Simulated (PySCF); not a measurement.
A PySCF script (with the pyscf-properties extension) for the NMR shieldings of SMILES CC[NH][GeH2][GeH2][GeH3], C2H13Ge3N, on a PBE0-D3(BJ)/def2-SVP geometry:

```python
import basis_set_exchange as bse
import numpy as np
from pyscf import gto, dft
from pyscf.prop import nmr

atoms = """
C    -2.528498    0.368474    1.046900
C    -2.368994   -0.802653    0.085524
N    -1.277224   -1.705623    0.378568
Ge    0.443449   -1.355493   -0.161348
Ge    1.535852    0.554232    0.899252
Ge    3.875088    0.719039    0.275870
H    -3.395758    0.992276    0.778077
H    -2.680877    0.011663    2.078584
H    -1.635608    1.013748    1.046420
H    -3.312855   -1.378723    0.056864
H    -2.231464   -0.420820   -0.941261
H    -1.351421   -2.121834    1.302642
H     0.374131   -1.115197   -1.683567
H     1.261006   -2.625205    0.150437
H     1.432287    0.414520    2.434522
H     0.822031    1.869395    0.515163
H     4.006182    0.902074   -1.248658
H     4.566657    1.908139    0.970370
H     4.616427   -0.573690    0.669438
"""
names = dict.fromkeys(["C", "N", "Ge", "H"], "pcSseg-1")
basis = {el: gto.basis.parse(bse.get_basis(n, elements=[el], fmt="nwchem")) for el, n in names.items()}
mol = gto.M(atom=atoms, basis=basis, charge=0, verbose=0)
mf = dft.RKS(mol, xc="PBE0")
mf.grids.level = 2
mf.grids.alignment = dft.numint.BLKSIZE   # the property module wants whole blocks of grid points
mf.conv_tol = 1e-9
mf.kernel()

calc = nmr.RKS(mf)   # GIAO
C = mf.mo_coeff
Co = C[:, mf.mo_occ > 0]
resp = mf.gen_response(singlet=True, hermi=2)
def vind(x):   # induced exchange potential for any number of trial vectors
    d = np.einsum("pi,xij,qj->xpq", C, 2 * x.reshape(-1, C.shape[1], Co.shape[1]), Co, optimize=True)
    return np.einsum("xpq,pi,qj->xij", resp(d - d.transpose(0, 2, 1)), C, Co, optimize=True).ravel()
mo1, _ = nmr.rhf.solve_mo1(calc, with_cphf=vind)
sigma = calc.kernel(mo1)
for i, s in enumerate(sigma):   # ppm
    w = np.linalg.eigvalsh((s + s.T) / 2)
    print("%2d %-2s iso %8.1f  s11 %8.1f  s22 %8.1f  s33 %8.1f" % (i, mol.atom_pure_symbol(i), w.mean(), *w))
```

**Question.** What are the results?

**Answer.** 
```
 0 C  iso    161.0  s11    143.8  s22    157.7  s33    181.6
 1 C  iso    139.4  s11    115.6  s22    134.1  s33    168.5
 2 N  iso    231.2  s11    200.2  s22    216.8  s33    276.5
 3 Ge iso   1436.6  s11   1267.2  s22   1402.5  s33   1640.0
 4 Ge iso   1661.4  s11   1644.9  s22   1656.0  s33   1683.5
 5 Ge iso   1660.3  s11   1648.3  s22   1654.7  s33   1677.7
 6 H  iso     30.2  s11     26.1  s22     26.7  s33     37.8
 7 H  iso     30.4  s11     27.5  s22     28.1  s33     35.7
 8 H  iso     30.0  s11     24.3  s22     30.5  s33     35.1
 9 H  iso     28.1  s11     21.5  s22     27.2  s33     35.6
10 H  iso     28.8  s11     24.2  s22     28.3  s33     33.9
11 H  iso     32.0  s11     22.8  s22     31.1  s33     42.1
12 H  iso     26.5  s11     19.3  s22     23.3  s33     36.8
13 H  iso     26.4  s11     18.9  s22     23.3  s33     37.0
14 H  iso     27.8  s11     20.9  s22     23.6  s33     38.9
15 H  iso     27.7  s11     20.6  s22     23.9  s33     38.6
16 H  iso     27.8  s11     21.0  s22     23.3  s33     39.0
17 H  iso     27.5  s11     20.7  s22     22.1  s33     39.7
18 H  iso     27.7  s11     21.0  s22     23.2  s33     39.1
```

These numbers come from an equivalent density-fitted implementation of the same equations, which agrees with the script to about 0.01 ppm for H and up to a few tenths of a ppm for heavy atoms, so last digits may differ.

**Question.** Turn these shieldings into chemical shifts. Shifts are taken against calculated references (same method and geometry level): TMS for ¹³C (σ = 184.41 ppm) and ¹H (σ = 31.27 ppm); ¹⁵N (σ = 265.67 ppm) against NH3; GeMe4 for ⁷³Ge (σ = 1330.28 ppm).

**Answer.** Averaging equivalent atoms: C 1: 45.0; C 0: 23.4; N 2: 34.5; Ge 3: -106; Ge 5: -330; Ge 4: -331; H 12/13: 4.83; H 16/17/18: 3.60; H 14/15: 3.52; H 9/10: 2.79; H 6/7/8: 1.06; H 11: -0.72 ppm. Experimental scales use liquid or dissolved standards, which lie at an offset from isolated NH3 (liquid NH3: subtract about 20 ppm).

Relativistic effects, spin–orbit coupling among them, are left out; they matter for Ge and for the light atoms bonded to it.

Size and cost of the density-fitted run: 239 basis functions, 59 s wall time on 1 thread of an Arm Neoverse V1, shared host.
